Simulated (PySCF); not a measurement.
O$_{2}$Si, triplet, at a GFN2-xTB geometry (a higher spin typed on purpose: for a closed-shell molecule this is an excited state); DF-PBE0/6-31G* in PySCF.

Input for PySCF:
```python
from pyscf import gto, scf, dft

mol = gto.M(
    atom='''
O    -1.25209476    0.43857993   -0.24641232
Si   -0.03540361   -0.36887068    0.27017815
O     1.31405109    0.20694376   -0.22639944
''',
    basis='6-31g*',
    spin=2,
    verbose=4,
)

mf = dft.UKS(mol)
mf.xc = 'pbe0'
mf = mf.density_fit(auxbasis='def2-universal-jkfit')
mf.kernel()
```

The log (banner, timings and long lists left out):

```
PySCF version 2.14.0

[INPUT] verbose = 4
[INPUT] num. atoms = 3
[INPUT] num. electrons = 30
[INPUT] charge = 0
[INPUT] spin (= nelec alpha-beta = 2S) = 2
[INPUT] symmetry False subgroup None
[INPUT] Mole.unit = angstrom
[INPUT] Symbol           X                Y                Z      unit          X                Y                Z       unit  Magmom
[INPUT]  1 O     -1.252094760000   0.438579930000  -0.246412320000 AA   -2.366116178403   0.828795951431  -0.465651798519 Bohr   0.0
[INPUT]  2 Si    -0.035403610000  -0.368870680000   0.270178150000 AA   -0.066903126721  -0.697064560582   0.510562708342 Bohr   0.0
[INPUT]  3 O      1.314051090000   0.206943760000  -0.226399440000 AA    2.483196673786   0.391067029588  -0.427832936355 Bohr   0.0

nuclear repulsion = 89.6714524175723
number of shells = 20
number of NR pGTOs = 105
number of NR cGTOs = 46
basis = 6-31g*
ecp = {}

******** <class 'pyscf.df.df_jk.DFUKS'> ********
method = DFUKS
initial guess = minao
damping factor = 0
level_shift factor = 0
DIIS = <class 'pyscf.scf.diis.CDIIS'>
diis_start_cycle = 1
diis_space = 8
diis_damp = 0
SCF conv_tol = 1e-09
SCF conv_tol_grad = None
SCF max_cycles = 50
direct_scf = False
number electrons alpha = 16  beta = 14
XC library pyscf.dft.libxc version 7.1.2
    S. Lehtola, C. Steigemann, M. J. T. Oliveira, and M. A. L. Marques,  SoftwareX 7, 1–5 (2018)
XC functionals = pbe0
    C. Adamo and V. Barone,  J. Chem. Phys. 110, 6158 (1999)
    M. Ernzerhof and G. E. Scuseria,  J. Chem. Phys. 110, 5029 (1999)
radial grids:
    Treutler-Ahlrichs [JCP 102, 346 (1995); DOI:10.1063/1.469408] (M4) radial grids

becke partition: Becke, JCP 88, 2547 (1988); DOI:10.1063/1.454033
pruning grids: <function nwchem_prune>
grids dens level: 3
symmetrized grids: False
atomic radii adjust function: <function treutler_atomic_radii_adjust>
small_rho_cutoff = 0
Set gradient conv threshold to 3.16228e-05
tot grids = 47344
******** <class 'pyscf.df.df.DF'> ********
auxbasis = def2-universal-jkfit
init E= -439.767439959703

cycle= 1 E= -439.387656474882  delta_E= 0.38  |g|= 0.573  |ddm|= 1.57
cycle= 2 E= -438.941226778819  delta_E= 0.446  |g|= 1.15  |ddm|= 1.33
cycle= 3 E= -439.546642666591  delta_E= -0.605  |g|= 0.0248  |ddm|= 0.894
cycle= 4 E= -439.547495899182  delta_E= -0.000853  |g|= 0.0156  |ddm|= 0.0694
cycle= 5 E= -439.547729114763  delta_E= -0.000233  |g|= 0.00515  |ddm|= 0.0216
cycle= 6 E= -439.547810012086  delta_E= -8.09e-05  |g|= 0.00342  |ddm|= 0.0185
cycle= 7 E= -439.547820302945  delta_E= -1.03e-05  |g|= 0.00456  |ddm|= 0.00733
cycle= 8 E= -439.547841371323  delta_E= -2.11e-05  |g|= 0.00117  |ddm|= 0.00781
cycle= 9 E= -439.547848588326  delta_E= -7.22e-06  |g|= 0.000307  |ddm|= 0.00836
cycle= 10 E= -439.547849126776  delta_E= -5.38e-07  |g|= 9.06e-05  |ddm|= 0.00245
cycle= 11 E= -439.547849144855  delta_E= -1.81e-08  |g|= 2.59e-05  |ddm|= 0.000313
cycle= 12 E= -439.547849146748  delta_E= -1.89e-09  |g|= 2.36e-06  |ddm|= 0.000142
cycle= 13 E= -439.547849146759  delta_E= -1.05e-11  |g|= 1.51e-06  |ddm|= 7.85e-06
Extra cycle  E= -439.547849146758  delta_E= 4.55e-13  |g|= 2.35e-06  |ddm|= 3.31e-06
converged SCF energy = -439.547849146758  <S^2> = 2.0119876  2S+1 = 3.0079811
```
